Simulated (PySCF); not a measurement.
Species: C5H3NS.
Structure used (GFN2-xTB), in Å, numbered top down from 1:
```
atom  x, y, z in Å
N1     3.353   -0.625    0.593
C2     2.252   -0.350    0.424
C3     0.911   -0.022    0.215
C4    -0.066   -0.819   -0.326
C5    -1.312   -0.173   -0.392
C6    -1.268    1.098    0.095
S7     0.291    1.544    0.648
H8     0.117   -1.825   -0.659
H9    -2.201   -0.632   -0.783
H10   -2.069    1.808    0.162
```

Probes without a nucleus sit at each ring's centroid and 1 Å off its mean plane on both sides; NICS is minus the shielding there, NICSzz its component along the normal. Level: GIAO PBE0/pcSseg-1 (PySCF, non-relativistic, gas phase) on the GFN2-xTB geometry, one conformer.

Ring bond lengths (Å), with Mayer bond orders in brackets: C3–C4 1.372 (1.48), C4–C5 1.405 (1.30), C5–C6 1.361 (1.55), C6–S7 1.713 (1.19), S7–C3 1.738 (1.14).

Problem. Give the NICS values of each ring in ppm.

Solution. 
```csv
ring,type,NICS(0),"NICS(1), two faces","NICS(1)zz, two faces",rms pucker (Å),"centre to ring atoms, mean (Å)"
C3–C4–C5–C6–S7,5-membered ring with S; formal bonds all aromatic,-13.4,-11.7 / -11.7,-27.1 / -27.1,0.00,1.29
```

Problem. What can be read from them?

Solution. 
- C3–C4–C5–C6–S7: mean NICS(1)zz -27.1 ppm, shielded. For a flat ring without four-coordinate atoms the NICS criterion counts such a value as aromatic.

Problem. What does the geometric index give? Use HOMA with the parameters of Krygowski (1993).

Solution. 
- C3–C4–C5–C6–S7: HOMA 0.84; the largest term is that of S7–C3, α(R − Ropt)² = 0.36. The geometric and the magnetic index point the same way.

Problem. How shielded are the nuclei of the rings and their hydrogens (means over atoms taken as equivalent)?

Solution. 
```tsv
atoms	environment	σ isotropic (ppm)	principal values of the symmetric part, first atom (ppm)
C3	substituted aromatic carbon	66.2	-16.4, 74.8, 140.2
C4	aromatic CH carbon	43.3	-44.2, 24.4, 149.5
C5	aromatic CH carbon	55.1	-22.6, 36.0, 151.9
C6	aromatic CH next to a ring sulfur	45.3	-44.5, 36.9, 143.5
S7	thiophene-type sulfur	231.3	79.9, 227.8, 386.3
H8	aromatic hydrogen	23.96	21.2, 23.1, 27.6
H9	aromatic hydrogen	24.44	21.3, 24.7, 27.3
H10	aromatic hydrogen	24.27	21.5, 24.1, 27.2
```
